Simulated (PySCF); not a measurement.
**Where the electron goes**

Compound: C5H11NOSi2.
SMILES with atom numbers: `[CH:1]#[C:2][Si@@H:3]1[CH2:4][CH2:5][Si@H:6]([NH:7][CH3:8])[O:9]1` (hydrogens: H10 on C1; H11 on Si3; H12, H13 on C4; H14, H15 on C5; H16 on Si6; H17 on N7; H18, H19, H20 on C8)

Structure used (PBE0-D3(BJ)/def2-SVP), in Å, numbered top down from 1:
```
atom  x, y, z in Å
C1    -3.5918    1.2676   -1.4111
C2    -2.9073    0.3963   -0.9074
Si3   -1.8905   -0.9023   -0.1019
C4    -1.0113   -0.2683    1.4500
C5     0.3802   -0.9399    1.4837
Si6    0.9104   -1.0781   -0.3235
N7     1.5245    0.4184   -0.9251
C8     2.7465    1.0516   -0.4957
O9    -0.5795   -1.3168   -1.0607
H10   -4.1997    2.0323   -1.8616
H11   -2.7543   -2.0968    0.1127
H12   -1.5871   -0.4291    2.3755
H13   -0.9004    0.8222    1.3277
H14    0.3092   -1.9631    1.8936
H15    1.0880   -0.3933    2.1280
H16    1.7795   -2.2651   -0.5919
H17    1.2232    0.6762   -1.8592
H18    2.6733    2.1510   -0.5515
H19    3.6423    0.7480   -1.0719
H20    2.9480    0.8073    0.5600
```

Method used: PySCF 2.14.0, density-fitted response routines, TDDFT CAM-B3LYP/def2-SVPD, vertical, gas phase, core orbitals frozen in the response.

Kohn–Sham orbitals with the atoms that hold most of them (Löwdin shares over 4%, at most four atoms; ? is withheld):

```json
{"orbital": "LUMO+2", "ε (eV)": "1.27", "atoms": "C8 18%, C2 11%, C1 11%, Si6 10%"}
{"orbital": "LUMO+1", "ε (eV)": "1.10", "atoms": "C1 16%, Si3 15%, C2 14%, C8 7%"}
{"orbital": "LUMO", "ε (eV)": "0.75", "atoms": "C1 25%, C2 23%, Si3 20%, O9 7%"}
{"orbital": "HOMO", "ε (eV)": "?", "atoms": "?"}
{"orbital": "HOMO-1", "ε (eV)": "-9.27", "atoms": "?"}
{"orbital": "HOMO-2", "ε (eV)": "-9.67", "atoms": "C2 43%, C1 42%, Si3 4%, O9 4%"}
{"orbital": "HOMO-3", "ε (eV)": "-9.97", "atoms": "C5 28%, Si6 17%, C4 9%, O9 8%"}
```

Problem. Which atoms hold the HOMO-1, and with what shares?

Solution. C1 (bonded to C and H) 23%; C2 (bonded to C and Si) 23%; C4 (bonded to C, Si and 2 H) 14%; Si3 (bonded to 2 C, O and H) 11%. By element: carbon 60% or more, silicon 11% or more.

Problem. Give the leading atoms of the HOMO.

Solution. N7 (bonded to C, Si and H) 54%; C8 (bonded to N and 3 H) 11%; Si6 (bonded to C, N, O and H) 10%; H16 (bonded to Si) 5%.

Problem. What is the HOMO energy, and the HOMO–LUMO gap?

Solution. ε(HOMO) = -8.13 eV; the gap is 8.88 eV (0.3264 hartree).

Problem. The HOMO–LUMO gap is 8.88 eV. Where does the response calculation put the lowest singlet, and from which orbitals?

Solution. S1 is at 5.82 eV (f = 0.0008), 3.06 eV below the gap, made of HOMO-1→LUMO (56%), HOMO-4→LUMO (9%), HOMO-2→LUMO (9%). Its leading pair isn't HOMO and LUMO; the energies of that pair differ by 10.02 eV. Without the coupling terms of the response equations the lowest excitation would equal the gap.

Next come S2 at 6.09 eV (f 0.0012), HOMO→LUMO+2 (50%), HOMO→LUMO+1 (28%); S3 at 6.19 eV (f 0.0009), HOMO-2→LUMO (42%), HOMO-1→LUMO+1 (13%), HOMO-1→LUMO+2 (9%); S4 at 6.29 eV (f 0.0009), HOMO-2→LUMO+1 (34%), HOMO-2→LUMO+2 (24%), HOMO-2→LUMO+3 (8%); S5 at 6.46 eV (f 0.0031), HOMO→LUMO (46%), HOMO→LUMO+5 (22%), HOMO→LUMO+3 (10%).

Löwdin shares depend on the basis, the more so with diffuse functions.

One conformer stands for the species.
